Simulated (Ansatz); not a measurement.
Ansatz (an electronic-structure program) input:

Ansatz 0.2 input:
```yaml
crystal:
  periodic: [false, false, false]
  atoms:
    - {symbol: Si, position_ang: [0.23221123, -0.14228547, 0.35668380]}
    - {symbol: F, position_ang: [-0.90078658, -0.95744892, -0.40825915]}
    - {symbol: F, position_ang: [0.39676744, 1.26628240, -0.36593023]}
    - {symbol: H, position_ang: [1.49823902, -0.87873003, 0.23656190]}
    - {symbol: H, position_ang: [-0.21302390, 0.09122531, 1.73756926]}
basis:
  gaussian:
    orbitals: def2-TZVPD
hamiltonian:
  xc: {name: wB97M-V}
output: {forces: true}
```

**Question.** Which total energy does the run end on?

**Answer.** -490.53822 Eh (wB97M-V/def2-TZVPD). The basis has 141 functions.
